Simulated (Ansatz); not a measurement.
C$_{2}$H$_{5}$S (SMILES CC[S-]), charge -1, singlet, geometry from GFN2-xTB (a gas-phase anion, which may not be bound at this level), atoms displaced at random by about 0.08 Å a coordinate; R2SCAN/6-31G, gradient in Ansatz (a quantum-chemistry and plane-wave program).

Here is a job for Ansatz.
Ansatz 0.2 input:
```yaml
crystal:
  periodic: [false, false, false]
  atoms:
    - {symbol: C, position_ang: [1.56955264, 0.73069793, -0.02279934]}
    - {symbol: C, position_ang: [-0.05905729, 0.80482603, -0.02910356]}
    - {symbol: S, position_ang: [-0.71713263, -0.91281800, 0.19787474]}
    - {symbol: H, position_ang: [-0.40089448, 1.30952988, 0.83205940]}
    - {symbol: H, position_ang: [-0.33933600, 1.41206820, -0.78348719]}
    - {symbol: H, position_ang: [1.88098083, 1.65543430, -0.01870253]}
    - {symbol: H, position_ang: [1.91297482, -0.06663914, 0.80940136]}
    - {symbol: H, position_ang: [1.84478139, 0.17192984, -0.73473399]}
basis:
  gaussian:
    orbitals: 6-31G
hamiltonian:
  xc: r2scan
total_charge: -1
output: {forces: true}
```

Problem. Predict the main parts of the log of this Ansatz run.

Solution. 
```
Functional definition: r2SCAN
554 factors; integrals over basis functions are off by at most 1.9e-4 eV
mean field evaluation 1: about -12984.6273 eV, gradient 2.2e1 eV
mean field evaluation 2: about -12984.4857 eV, gradient 2.4e1 eV
mean field evaluation 4: about -12986.0714 eV, gradient 9.4e-1 eV
mean field evaluation 8: about -12986.0576 eV, gradient 1.7e-2 eV
mean field -12986.05760177 eV, -477.2288145992 hartree, gradient 4.3e-5 eV, S^2 0.000000; 0 other end points of the search recorded, 0 dependent functions left out
the calculation of the forces begins
reference -12986.05760827 eV, -477.2288148379 hartree; 17, 17 occupied and 24, 24 virtual orbitals, 554 factors
Total energy: -12986.05760827 eV, -477.2288148379 hartree
Atom 0 at     1.569553     0.730698    -0.022799 Å, force    -5.521539    -2.942743     6.990908 eV/Å
Atom 1 at    -0.059057     0.804826    -0.029104 Å, force     3.573861    -2.877250     2.931096 eV/Å
Atom 2 at    -0.717133    -0.912818     0.197875 Å, force    -0.720944    -0.750703    -0.619768 eV/Å
Atom 3 at    -0.400894     1.309530     0.832059 Å, force    -0.044189     1.036853     1.593847 eV/Å
Atom 4 at    -0.339336     1.412068    -0.783487 Å, force    -1.255676     1.631687    -3.702125 eV/Å
Atom 5 at     1.880981     1.655434    -0.018703 Å, force     2.778589     5.145716     0.379888 eV/Å
Atom 6 at     1.912975    -0.066639     0.809401 Å, force    -0.869420     2.575425    -0.677405 eV/Å
Atom 7 at     1.844781     0.171930    -0.734734 Å, force     2.059319    -3.818984    -6.896441 eV/Å
Dipole moment:     0.654271     0.834834    -0.111878 e Å
```
